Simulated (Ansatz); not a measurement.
(KI)2 ring (K2I2) was relaxed with PBE0-D4 (def2-SVP) in Ansatz in these states: charge +1 doublet, neutral singlet. The geometries follow in no particular order.

In the def2 sets I takes a core potential; there is no spin–orbit coupling.

A:

```
atom    x (Å)    y (Å)    z (Å)
  K1   0.8644   0.8926  -1.7221
  I2   1.4964  -1.9819  -0.2760
  K3  -0.8611  -0.8904   1.7249
  I4  -1.4998   1.9797   0.2732
```

B:

```xyz
4

K    -0.281    2.973   -0.490
I    -1.514   -0.243   -0.610
K     0.285   -2.975    0.479
I     1.509    0.245    0.621
```

Question: Judge from the bond lengths which geometry belongs to which state (an estimate).

Answer: A is the neutral singlet (K1–K3 4.247 Å, I2–K3 3.279 Å, K1–I4 3.279 Å); B is the charge +1 doublet (K1–K3 6.053 Å, I2–K3 3.447 Å, K1–I4 3.447 Å).
